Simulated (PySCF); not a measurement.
Orbital levels and atomic charges

System: [2.5]paracyclophane (C19H22), SMILES c1cc2ccc1CCCCCc1ccc(cc1)CC2.

Cartesian coordinates (Å):
```
  1 C     1.843    0.319   -1.494
  2 C     1.161    1.514   -1.627
  3 C     0.890    2.307   -0.521
  4 C     1.392    1.909    0.712
  5 C     2.068    0.712    0.847
  6 C     2.269   -0.121   -0.248
  7 C     2.826   -1.503   -0.062
  8 C     1.779   -2.394    0.629
  9 C     0.478   -2.471   -0.170
 10 C    -0.700   -3.016    0.642
 11 C    -2.045   -2.474    0.131
 12 C    -2.044   -0.971    0.152
 13 C    -1.875   -0.283    1.347
 14 C    -1.695    1.086    1.356
 15 C    -1.700    1.815    0.175
 16 C    -1.965    1.141   -1.010
 17 C    -2.124   -0.232   -1.022
 18 C    -1.322    3.271    0.171
 19 C    -0.019    3.499   -0.636
 20 H     2.018   -0.297   -2.365
 21 H     0.810    1.818   -2.603
 22 H     1.224    2.528    1.581
 23 H     2.422    0.405    1.821
 24 H     3.726   -1.469    0.556
 25 H     3.092   -1.932   -1.030
 26 H     1.562   -1.967    1.611
 27 H     2.191   -3.393    0.781
 28 H     0.629   -3.080   -1.064
 29 H     0.227   -1.460   -0.494
 30 H    -0.581   -2.717    1.685
 31 H    -0.713   -4.108    0.614
 32 H    -2.221   -2.827   -0.886
 33 H    -2.849   -2.859    0.765
 34 H    -1.853   -0.827    2.280
 35 H    -1.523    1.593    2.295
 36 H    -2.013    1.690   -1.940
 37 H    -2.285   -0.742   -1.962
 38 H    -1.176    3.600    1.201
 39 H    -2.120    3.876   -0.264
 40 H     0.478    4.398   -0.263
 41 H    -0.261    3.662   -1.687
```

Method: PBE/6-31G*, gas phase, PySCF, fitting set def2-universal-JFIT, grid level 1.

**Question.** Give the orbital energies near the gap.

**Answer.** 
```json
{"orbital": "HOMO-4", "eV": "-7.08"}
{"orbital": "HOMO-3", "eV": "-6.05"}
{"orbital": "HOMO-2", "eV": "-5.50"}
{"orbital": "HOMO-1", "eV": "-5.44"}
{"orbital": "HOMO", "eV": "-5.11"}
{"orbital": "LUMO", "eV": "-0.88"}
{"orbital": "LUMO+1", "eV": "-0.61"}
{"orbital": "LUMO+2", "eV": "-0.22"}
{"orbital": "LUMO+3", "eV": "-0.07"}
```

**Question.** Give the partial charges of the non-hydrogen atoms.

**Answer.** 
```
atom  Mulliken    IAO  Hirshfeld
  C1     -0.18  -0.15      -0.05
  C2     -0.18  -0.15      -0.05
  C3      0.18   0.01       0.00
  C4     -0.17  -0.15      -0.05
  C5     -0.18  -0.15      -0.05
  C6      0.17   0.01       0.01
  C7     -0.38  -0.26      -0.05
  C8     -0.29  -0.24      -0.05
  C9     -0.30  -0.26      -0.06
 C10     -0.29  -0.24      -0.05
 C11     -0.38  -0.26      -0.05
 C12      0.17   0.01       0.01
 C13     -0.18  -0.15      -0.05
 C14     -0.18  -0.15      -0.05
 C15      0.18   0.01       0.00
 C16     -0.17  -0.15      -0.05
 C17     -0.18  -0.15      -0.05
 C18     -0.39  -0.26      -0.05
 C19     -0.39  -0.26      -0.05
```
